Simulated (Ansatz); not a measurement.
**Molecular dynamics of C$_{2}$H$_{9}$NOSi**

Input file:

```yaml
crystal:
  periodic: [false, false, false]
  atoms:
    - { symbol: Si, position_ang: [-0.025666, -0.010798, -0.124268] }
    - { symbol: O, position_ang: [0.284346, -0.088799, 1.584925] }
    - { symbol: H, position_ang: [-0.667771, -0.232558, 1.966395] }
    - { symbol: "N", position_ang: [1.515117, 0.010196, -1.007581] }
    - { symbol: C, position_ang: [2.350108, -1.228754, -0.858476] }
    - { symbol: H, position_ang: [1.720849, -2.121635, -1.055344] }
    - { symbol: H, position_ang: [3.17364, -1.21165, -1.606019] }
    - { symbol: H, position_ang: [2.818806, -1.350099, 0.150497] }
    - { symbol: C, position_ang: [2.359638, 1.231687, -0.78602] }
    - { symbol: H, position_ang: [3.183553, 1.251804, -1.532912] }
    - { symbol: H, position_ang: [1.737342, 2.139294, -0.930478] }
    - { symbol: H, position_ang: [2.828842, 1.290375, 0.228411] }
    - { symbol: H, position_ang: [-0.740197, 1.213672, -0.496214] }
    - { symbol: H, position_ang: [-0.784606, -1.174233, -0.590918] }
basis:
  gaussian: { orbitals: STO-3G }
hamiltonian:
  xc: pbe
md:
  timestep: 0.5
  n_steps: 250
  ensemble: nvt_langevin
  temperature: 2000.0
  initial_velocities: maxwell_boltzmann
  seed: 863185
  friction: 0.005
  masses: [{ species: H, mass: 10.0 }]
```

Command:

```bash
$ ansatz run input.yaml --threads 1 --pin off --max-ram 2048MiB --backend cpu --events-out ev --progress --plain --runs-dir out
```

It starts from a relaxed structure.

Output, in part (one step line in 5, the closing report, with atoms numbered from 0):

```
md step     0: t =     0.00 fs  T =  1857.1 K  F+E_penalty+E_count = -13458.85931346 eV  E_kin = 3.360760 eV  (22 SCF iters)
md step     5: t =     2.50 fs  T =  1675.3 K  F+E_penalty+E_count = -13458.53850928 eV  E_kin = 3.031668 eV  (26 SCF iters)
md step    10: t =     5.00 fs  T =  1412.5 K  F+E_penalty+E_count = -13457.91758589 eV  E_kin = 2.556125 eV  (26 SCF iters)
md step    15: t =     7.50 fs  T =  1142.9 K  F+E_penalty+E_count = -13457.49507215 eV  E_kin = 2.068181 eV  (26 SCF iters)
md step    20: t =    10.00 fs  T =  1031.3 K  F+E_penalty+E_count = -13457.38280931 eV  E_kin = 1.866191 eV  (26 SCF iters)
md step    25: t =    12.50 fs  T =  1032.4 K  F+E_penalty+E_count = -13457.32256911 eV  E_kin = 1.868240 eV  (26 SCF iters)
md step    30: t =    15.00 fs  T =  1057.1 K  F+E_penalty+E_count = -13457.19933508 eV  E_kin = 1.912998 eV  (26 SCF iters)
md step    35: t =    17.50 fs  T =  1037.8 K  F+E_penalty+E_count = -13457.06020474 eV  E_kin = 1.878030 eV  (27 SCF iters)
md step    40: t =    20.00 fs  T =   941.6 K  F+E_penalty+E_count = -13456.98601423 eV  E_kin = 1.703993 eV  (27 SCF iters)
md step    45: t =    22.50 fs  T =   986.8 K  F+E_penalty+E_count = -13456.98762654 eV  E_kin = 1.785666 eV  (27 SCF iters)
md step    50: t =    25.00 fs  T =  1103.2 K  F+E_penalty+E_count = -13457.18196844 eV  E_kin = 1.996452 eV  (27 SCF iters)
md step    55: t =    27.50 fs  T =  1337.0 K  F+E_penalty+E_count = -13457.45237094 eV  E_kin = 2.419496 eV  (26 SCF iters)
md step    60: t =    30.00 fs  T =  1479.0 K  F+E_penalty+E_count = -13457.72826069 eV  E_kin = 2.676433 eV  (26 SCF iters)
md step    65: t =    32.50 fs  T =  1690.1 K  F+E_penalty+E_count = -13457.95012955 eV  E_kin = 3.058443 eV  (26 SCF iters)
md step    70: t =    35.00 fs  T =  1520.7 K  F+E_penalty+E_count = -13457.80753033 eV  E_kin = 2.751961 eV  (27 SCF iters)
md step    75: t =    37.50 fs  T =  1263.6 K  F+E_penalty+E_count = -13457.37652017 eV  E_kin = 2.286585 eV  (27 SCF iters)
md step    80: t =    40.00 fs  T =  1163.4 K  F+E_penalty+E_count = -13457.15667602 eV  E_kin = 2.105269 eV  (27 SCF iters)
md step    85: t =    42.50 fs  T =  1117.9 K  F+E_penalty+E_count = -13457.21753336 eV  E_kin = 2.023076 eV  (27 SCF iters)
md step    90: t =    45.00 fs  T =  1040.2 K  F+E_penalty+E_count = -13457.31449201 eV  E_kin = 1.882305 eV  (28 SCF iters)
md step    95: t =    47.50 fs  T =   957.9 K  F+E_penalty+E_count = -13457.36861574 eV  E_kin = 1.733452 eV  (27 SCF iters)
md step   100: t =    50.00 fs  T =   976.9 K  F+E_penalty+E_count = -13457.34056829 eV  E_kin = 1.767876 eV  (27 SCF iters)
md step   105: t =    52.50 fs  T =   851.2 K  F+E_penalty+E_count = -13457.24175705 eV  E_kin = 1.540436 eV  (27 SCF iters)
md step   110: t =    55.00 fs  T =   767.8 K  F+E_penalty+E_count = -13457.15743616 eV  E_kin = 1.389449 eV  (29 SCF iters)
md step   115: t =    57.50 fs  T =   831.2 K  F+E_penalty+E_count = -13457.05005727 eV  E_kin = 1.504135 eV  (29 SCF iters)
md step   120: t =    60.00 fs  T =   816.4 K  F+E_penalty+E_count = -13456.91157681 eV  E_kin = 1.477339 eV  (30 SCF iters)
md step   125: t =    62.50 fs  T =   840.4 K  F+E_penalty+E_count = -13456.74300833 eV  E_kin = 1.520810 eV  (29 SCF iters)
md step   130: t =    65.00 fs  T =   853.8 K  F+E_penalty+E_count = -13456.69958421 eV  E_kin = 1.545076 eV  (29 SCF iters)
md step   135: t =    67.50 fs  T =  1008.2 K  F+E_penalty+E_count = -13456.92954048 eV  E_kin = 1.824431 eV  (28 SCF iters)
md step   140: t =    70.00 fs  T =  1130.9 K  F+E_penalty+E_count = -13457.22670662 eV  E_kin = 2.046530 eV  (28 SCF iters)
md step   145: t =    72.50 fs  T =  1363.0 K  F+E_penalty+E_count = -13457.43256487 eV  E_kin = 2.466576 eV  (27 SCF iters)
md step   150: t =    75.00 fs  T =  1441.2 K  F+E_penalty+E_count = -13457.46348451 eV  E_kin = 2.608114 eV  (27 SCF iters)
md step   155: t =    77.50 fs  T =  1266.2 K  F+E_penalty+E_count = -13457.34352140 eV  E_kin = 2.291379 eV  (26 SCF iters)
md step   160: t =    80.00 fs  T =  1322.4 K  F+E_penalty+E_count = -13457.34950815 eV  E_kin = 2.393095 eV  (26 SCF iters)
md step   165: t =    82.50 fs  T =  1451.6 K  F+E_penalty+E_count = -13457.50979482 eV  E_kin = 2.626933 eV  (26 SCF iters)
md step   170: t =    85.00 fs  T =  1479.8 K  F+E_penalty+E_count = -13457.46307299 eV  E_kin = 2.677918 eV  (27 SCF iters)
md step   175: t =    87.50 fs  T =  1372.0 K  F+E_penalty+E_count = -13457.21324757 eV  E_kin = 2.482747 eV  (27 SCF iters)
md step   180: t =    90.00 fs  T =  1319.8 K  F+E_penalty+E_count = -13456.90753873 eV  E_kin = 2.388320 eV  (27 SCF iters)
md step   185: t =    92.50 fs  T =  1166.1 K  F+E_penalty+E_count = -13456.55060018 eV  E_kin = 2.110188 eV  (27 SCF iters)
md step   190: t =    95.00 fs  T =  1028.2 K  F+E_penalty+E_count = -13456.33869503 eV  E_kin = 1.860709 eV  (27 SCF iters)
md step   195: t =    97.50 fs  T =  1104.0 K  F+E_penalty+E_count = -13456.42058124 eV  E_kin = 1.997932 eV  (27 SCF iters)
md step   200: t =   100.00 fs  T =  1169.6 K  F+E_penalty+E_count = -13456.58981477 eV  E_kin = 2.116543 eV  (27 SCF iters)
md step   205: t =   102.50 fs  T =  1213.3 K  F+E_penalty+E_count = -13456.58635038 eV  E_kin = 2.195605 eV  (27 SCF iters)
md step   210: t =   105.00 fs  T =  1204.4 K  F+E_penalty+E_count = -13456.61195969 eV  E_kin = 2.179610 eV  (27 SCF iters)
md step   215: t =   107.50 fs  T =  1432.2 K  F+E_penalty+E_count = -13456.94035688 eV  E_kin = 2.591734 eV  (27 SCF iters)
md step   220: t =   110.00 fs  T =  1603.0 K  F+E_penalty+E_count = -13457.37684992 eV  E_kin = 2.900845 eV  (27 SCF iters)
md step   225: t =   112.50 fs  T =  1528.7 K  F+E_penalty+E_count = -13457.43765121 eV  E_kin = 2.766461 eV  (27 SCF iters)
md step   230: t =   115.00 fs  T =  1363.7 K  F+E_penalty+E_count = -13457.14314493 eV  E_kin = 2.467799 eV  (27 SCF iters)
md step   235: t =   117.50 fs  T =  1283.2 K  F+E_penalty+E_count = -13456.92688241 eV  E_kin = 2.322208 eV  (27 SCF iters)
md step   240: t =   120.00 fs  T =  1461.3 K  F+E_penalty+E_count = -13457.21272663 eV  E_kin = 2.644454 eV  (25 SCF iters)
md step   245: t =   122.50 fs  T =  1453.8 K  F+E_penalty+E_count = -13457.46434204 eV  E_kin = 2.630864 eV  (27 SCF iters)
md step   250: t =   125.00 fs  T =  1353.3 K  F+E_penalty+E_count = -13457.21989654 eV  E_kin = 2.449041 eV  (25 SCF iters)
Total energy: -13457.21992130 eV, -494.5437104764 hartree
Atom 0 at    -0.053060    -0.422901    -0.001798 Å, force     1.077946     2.136887     0.068820 eV/Å
Atom 1 at     0.662115    -0.910535     1.487522 Å, force    -0.996246    -1.199117     1.049542 eV/Å
Atom 2 at     1.428993    -0.263910     1.703843 Å, force    -0.444877     0.662899    -0.252718 eV/Å
Atom 3 at     1.404099     0.089118    -0.948545 Å, force     2.369356     1.323937    -0.896570 eV/Å
Atom 4 at     2.608637    -0.880914    -0.553449 Å, force    -0.520611    -1.426943     1.369973 eV/Å
Atom 5 at     2.536867    -1.857947    -1.172920 Å, force     0.108304     1.529875     0.654354 eV/Å
Atom 6 at     3.710258    -0.604326    -0.433770 Å, force    -1.212691     0.891144    -1.392080 eV/Å
Atom 7 at     2.428099    -1.187776     0.538174 Å, force    -0.209038    -0.325827    -1.136316 eV/Å
Atom 8 at     1.897837     1.563956    -0.718127 Å, force    -1.574780     1.111298    -0.033015 eV/Å
Atom 9 at     2.735881     1.797897    -1.405107 Å, force     0.968149    -0.653546     0.926851 eV/Å
Atom 10 at     1.279390     2.486084    -0.987795 Å, force    -1.236168    -1.790563    -0.844012 eV/Å
Atom 11 at     1.965272     1.897724     0.351339 Å, force     1.603774    -0.885608     0.163796 eV/Å
Atom 12 at    -0.941175     0.797094    -0.003644 Å, force     0.365541    -0.877731     0.144189 eV/Å
Atom 13 at    -0.659403    -1.534947    -0.684831 Å, force    -0.298661    -0.496704     0.177186 eV/Å
Dipole moment:     0.004026     0.172747     0.217547 e Å
```

The run went to its last step. The mean temperature of the second half is 36 % below the set value. A run of 0.12 ps of so small a system gives no equilibrium averages. Limits of this set-up: minimal basis.

The same pairs are bonded in the first frame and the last. Pairs count as bonded within 1.25 times the sum of covalent radii (0.12 Å more for H–H).

Last frame:

```xyz
14
Properties=species:S:1:pos:R:3
Si -0.053 -0.423 -0.002
O 0.662 -0.910 1.488
H 1.429 -0.264 1.704
N 1.404 0.089 -0.949
C 2.609 -0.881 -0.553
H 2.537 -1.858 -1.173
H 3.710 -0.604 -0.434
H 2.428 -1.188 0.538
C 1.898 1.564 -0.718
H 2.736 1.798 -1.405
H 1.279 2.486 -0.988
H 1.965 1.898 0.351
H -0.941 0.797 -0.004
H -0.659 -1.535 -0.685
```

The run took 10 min on 1 thread of Arm Neoverse V2 (shared host), peak memory 0.093 GiB.
